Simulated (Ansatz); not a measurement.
Consider the hydrogenolysis of the In–S bond: `C[CH2][In]([OH])[SH]` + H₂ → `C[CH2][InH][OH]` + H₂S.

Program: Ansatz. Geometries: PBE0-D4/def2-TZVP. ΔE: electronic, gas phase. CCSD(T)/CBS is the MP2 limit (def2-TZVPP, def2-QZVPP) plus CCSD(T) − MP2 in def2-TZVPP, frozen cores. This one scheme is used for every species. Functionals use def2-TZVPP. def2 core potentials past Kr. For In outer-core shells are correlated without core-valence functions, which leaves a few kJ/mol of doubt a bond. One conformer a species, not always the lowest.

`C[CH2][In]([OH])[SH]`:

Z-matrix (Å, degrees):
```
C
C 1 1.522
H 1 1.092 2 112.0
H 1 1.095 2 111.1 3 -119.9
H 1 1.092 2 112.0 3 120.3
In 2 2.153 1 113.8 3 -60.1
H 2 1.093 1 111.5 3 179.3
H 2 1.093 1 111.5 3 60.4
S 6 2.383 2 126.2 1 0.1
O 6 1.993 2 126.2 1 -179.9
H 9 1.344 6 91.6 2 180.0
H 10 0.960 6 113.9 2 -0.1
```

H₂:

Z-matrix (Å, degrees):
```
H
H 1 0.746
```

`C[CH2][InH][OH]`:

```xyz
11

C     1.406   -0.808    0.655
C    -0.060   -0.414    0.533
In   -0.530    0.957   -1.067
O    -2.462    1.462   -1.199
H     1.774   -1.299   -0.250
H     2.049    0.058    0.832
H     1.567   -1.503    1.486
H    -0.418    0.055    1.454
H    -0.692   -1.294    0.379
H     0.378    1.742   -2.289
H    -3.013    1.046   -0.533
```

H₂S:

Cartesian coordinates in Å:
```
S -0.208 0.542 -0.216
H 0.773 0.193 0.629
H -0.565 -0.736 -0.413
```

Task: Is it downhill or uphill in electronic energy at CCSD(T)/CBS, and by how much? (Estimate.)

Result: Computed: Uphill: ΔE = +0.86 eV.

Task: What do these levels give: PBE-D4, ωB97M-V, PBE, r2SCAN, MP2/def2-TZVPP, SCS-MP2/def2-QZVPP? (Best estimate.)

Result: Computed: PBE-D4 0.84, ωB97M-V 0.78, PBE 0.79, r2SCAN 0.85, MP2/def2-TZVPP 0.92, SCS-MP2/def2-QZVPP 0.87 eV.

Largest T1 diagnostic among the species: 0.014.

The D4 term adds +0.08 eV with B3LYP and +0.05 eV with PBE0; it sums over pairs of atoms, weighted by their polarisabilities, and B3LYP, whose exchange is more repulsive, gets the larger term. In def2-TZVPP, CCSD(T) changes the Hartree–Fock value by +0.15 eV (the triples alone add +0.06 eV) and MP2 by +0.27 eV.

B3LYP here is the variant with VWN-RPA as its local correlation; programs differ in this.
